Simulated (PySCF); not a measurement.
Cl2FH3Si2. Atoms are numbered in the order given.

```xyz
8

F     -0.3005    -1.8962     0.0000
Si    -0.0843    -0.2778     0.0000
Si     2.1858     0.2736     0.0000
Cl    -1.0199     0.4686     1.6864
Cl    -1.0199     0.4686    -1.6864
H      2.8344    -0.2888    -1.2327
H      2.8344    -0.2888     1.2327
H      2.2896     1.7719     0.0000
```
Charge 0, spin multiplicity 1.

Coordinates come from a PBE-D3(BJ)/def2-SVP optimisation. This is a generated structure with no PubChem entry under its InChIKey; it may be hypothetical.

Computed with PBE-D3(BJ)/def2-SVP (PySCF).

Frequencies are harmonic and unscaled.

| mode | ν (cm⁻¹) | IR (km/mol) | moving atoms (share of kinetic energy) |
|---|---|---|---|
| 1 | 93 | 0.4 | Cl 47 %, Si 35 %, H 14 % |
| 2 | 111 | 0.5 | F 32 %, Cl 31 %, Si 27 %, H 10 % |
| 3 | 113 | 0.0 | H 96 % |
| 4 | 176 | 3.2 | Cl 65 %, Si 20 %, F 11 % |
| 5 | 231 | 24.6 | Si 42 %, F 38 %, Cl 17 % |
| 6 | 233 | 8.4 | F 59 %, Cl 32 % |
| 7 | 385 | 2.9 | Cl 44 %, Si 39 %, F 13 % |
| 8 | 493 | 31.9 | H 77 %, Si 13 %, Cl 10 % |
| 9 | 498 | 18.7 | H 78 %, Si 17 % |
| 10 | 570 | 147.1 | Si 69 %, Cl 20 %, H 9 % |
| 11 | 604 | 131.0 | Si 66 %, Cl 26 % |
| 12 | 826 | 165.0 | H 85 %, Si 13 % |
| 13 | 878 | 30.4 | F 40 %, Si 33 %, H 27 % |
| 14 | 893 | 38.1 | H 97 % |
| 15 | 898 | 88.4 | H 74 %, Si 14 %, F 13 % |
| 16 | 2168 | 32.0 | H 99 % |
| 17 | 2188 | 58.2 | H 96 % |
| 18 | 2189 | 55.9 | H 96 % |
